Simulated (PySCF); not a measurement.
# Excitation energy of Xe by level of theory

Xe [Xe] (1S) → Xe [Kr] 4d10 5s2 5p5 6s1 (3P), as a difference of total energies. All numbers are calculated (PySCF 2.14, scalar relativity through the core potential, in aug-cc-pVTZ-PP with one added diffuse shell each of d, f type with ECP28MDF (6s5p5d3f, 67 functions)). Correlated levels: valence: 4s2 4p6 4d10 frozen. The calculations carry no spin-orbit coupling.

```csv
method,excitation energy (eV)
UHF,8.418
LDA,8.766
PBE,8.627
PBE0,8.796
r2SCAN,8.935
PW91,8.664
M06,8.760
B97-3,8.942
PBEsol,8.690
MP2 (valence),8.825
SCS-MP2 (valence),8.860
```

Q: How much does correlation contribute at MP2 (valence)?

A: 8.825 − (8.418) = 0.407 eV, measured against UHF.

The promoted electron is Rydberg-like, and one or two diffuse shells describe it only roughly, which tends to raise the upper state.
